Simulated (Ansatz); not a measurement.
Born–Oppenheimer molecular dynamics of H5NSi + HCN (or HNC) (10 atoms, charge 0, multiplicity 1). It starts from a relaxed structure.

All numbers below come from RKS BHLYP/6-31G in Ansatz.

```yaml
ensemble: NVE (Milne-controlled integrator)
time_step: 0.5 fs
steps_asked: 400
starting_velocities_drawn_for: 1000 K
seed: 207736
```

First frame:

```xyz
10
Properties=species:S:1:pos:R:3
C 0.424 0.439 -2.496
N 0.684 0.386 -3.622
H 0.181 0.493 -1.447
Si -0.070 -0.820 1.345
N -0.313 0.742 0.520
H -0.968 -1.809 0.687
H 1.358 -1.200 1.164
H -0.377 -0.799 2.809
H 0.326 1.498 0.690
H -1.246 1.072 0.351
```

**Question.** How far do the bonds stretch over the last three quarters of this one trajectory? (Pairs bonded in most of those frames.)

**Answer.** 
```json
{"bond": "C1–N2", "mean (Å)": "1.157", "spread (Å)": "0.013", "shortest": "1.14", "longest": "1.18"}
{"bond": "C1–H3", "mean (Å)": "1.061", "spread (Å)": "0.008", "shortest": "1.04", "longest": "1.08"}
{"bond": "Si4–N5", "mean (Å)": "1.777", "spread (Å)": "0.062", "shortest": "1.68", "longest": "1.86"}
{"bond": "Si4–H6", "mean (Å)": "1.493", "spread (Å)": "0.021", "shortest": "1.46", "longest": "1.53"}
{"bond": "Si4–H7", "mean (Å)": "1.501", "spread (Å)": "0.044", "shortest": "1.43", "longest": "1.57"}
{"bond": "Si4–H8", "mean (Å)": "1.500", "spread (Å)": "0.035", "shortest": "1.44", "longest": "1.55"}
{"bond": "N5–H9", "mean (Å)": "1.006", "spread (Å)": "0.036", "shortest": "0.94", "longest": "1.07"}
{"bond": "N5–H10", "mean (Å)": "1.004", "spread (Å)": "0.031", "shortest": "0.95", "longest": "1.06"}
```

Mean temperature of the second half: 400 K. The conserved energy stayed within 0.062 meV per atom of its start (net change -0.0015 meV per atom), so the integration is sound. A run of 0.2 ps of so small a system gives no equilibrium averages. Limits of this set-up: no polarisation functions.

Time of the run: 12 min on 1 thread of Arm Neoverse V1 (shared host), peak memory 0.1 GiB.
